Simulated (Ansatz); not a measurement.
Correlation energies of `CC[C@@H]1CCC[C@H]1C` by basis set

Z-matrix (Å, degrees):
```
C
C 1 1.520
H 1 1.093 2 111.5
H 1 1.092 2 111.4 3 120.2
H 1 1.094 2 111.0 3 -119.8
C 2 1.518 1 113.6 3 61.4
H 2 1.095 1 109.1 3 -176.2
H 2 1.098 1 109.6 3 -60.3
C 6 1.531 2 114.9 1 178.0
C 6 1.534 2 114.3 1 -62.6
H 6 1.101 2 108.3 1 58.5
C 9 1.525 6 102.5 2 166.1
C 9 1.515 6 115.0 2 -69.5
H 9 1.100 6 107.5 2 52.0
C 10 1.543 6 106.1 2 -153.4
H 10 1.092 6 112.3 2 83.4
H 10 1.095 6 109.1 2 -34.4
H 12 1.093 9 113.0 6 -162.4
H 12 1.096 9 108.5 6 79.3
H 13 1.093 9 111.3 6 -177.6
H 13 1.093 9 111.9 6 62.2
H 13 1.095 9 110.5 6 -58.0
H 15 1.093 10 110.4 6 123.6
H 15 1.092 10 112.1 6 -117.8
```

The species carries charge 0 and has multiplicity 1. The geometry is a stationary point of PBE0-D4/def2-TZVP. It is one conformer, not always the lowest. Frozen core, restricted reference, Ansatz. CBS rows extrapolate triple and quadruple zeta; past MP2 they add the triple-zeta difference.

```json
{"basis": "def2-SVP", "HF (Eh)": "-312.04656", "MP2 corr.": "-1.14726"}
{"basis": "def2-TZVPP", "HF (Eh)": "-312.38050", "MP2 corr.": "-1.39463"}
{"basis": "def2-QZVPP", "HF (Eh)": "-312.39483", "MP2 corr.": "-1.48001"}
```

(1) Estimate the CCSD correlation energy and the (T) correction in each basis where they were run (hartree).

Answers

(1) 
```csv
basis,CCSD corr.,(T)
def2-SVP,-1.24613,-0.03963
def2-TZVPP,-1.47406,-0.06064
CBS(def2),-1.62268,as TZ
```
